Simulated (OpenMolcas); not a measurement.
**Computed levels of Kr+**

| Item | Value |
| --- | --- |
| Program | OpenMolcas |
| Method | RASSCF |
| Basis | ANO-RCC-VQZP [7s6p4d2f1g] |
| Scalar Hamiltonian | DKH2, point nucleus |
| Active space | 7 electrons in 9 orbitals (RAS2 4s 4p; RAS3 4d, at most 2 electrons) |
| State averaging | 2S+1 = 2 odd, 3 roots; 2S+1 = 2 even, 1 root |
| Spin-orbit coupling | state interaction with AMFI integrals over the reference wave functions, term energies averaged over their components |

Spin-free terms above the lowest, with the occupations of the reference:

```
Configuration  Term  E (cm⁻¹)              Occupations
      4s² 4p⁵   ²P°       0.0  4s 1.99 4p 4.95 4d 0.07
       4s 4p⁶    ²S    110495  4s 1.31 4p 5.34 4d 0.35
```

With spin-orbit coupling, above the lowest level:

```tsv
Configuration	Term	J	E (cm⁻¹)	Measured (cm⁻¹)	g	Term weight %
4s² 4p⁵	²P°	3/2	0.0	0.0	1.334	100
4s² 4p⁵	²P°	1/2	4857	5370	0.666	100
4s 4p⁶	²S	1/2	112114	109000	2.002	100
```

Against the 2 measured excited levels shown (NIST Handbook of Basic Atomic Spectroscopic Data) the mean absolute deviation is 1800 cm-1; the largest miss in energy is 4s 4p⁶ ²S_1/2: computed 112114, measured 109000 cm⁻¹ (+2.9 %), and the largest in proportion 4s² 4p⁵ ²P°_1/2 (-9.5 %).

Spin-orbit coupling puts the lowest level 1619 cm⁻¹ below the lowest spin-free term.

Without dynamic correlation excited terms often stand tens of per cent too high (terms of higher spin than the ground term too low), and those without a measured partner can miss by more than the paired ones. Configurations are named by rounded mean occupations; where the s occupation lies near a half they are strongly mixed, a name can repeat and a true partner stay unpaired. Some terms take much of their weight from 4d, a shell meant for correlation, so their names are nominal. Some terms mix strongly with configurations of 4d, whose occupation reaches 0.35 (4s 4p⁶ ²S). Measured partners are found by configuration, term and J. A level has none where our copy of the source lacks it or the pairing is in doubt (some pairs that miss far off the trend of their configuration count as doubtful), and it then counts in no deviation. Levels of configurations outside the active space are missing. The first state left out of the spin-orbit step lies near 160000 cm-1 above the lowest spin-free state of the reference (among the parities and spins computed), and the list stops at four fifths of that energy or lower.

The term weight is that of the spin-free term in the level, not the purity of its configuration. ° marks odd parity.
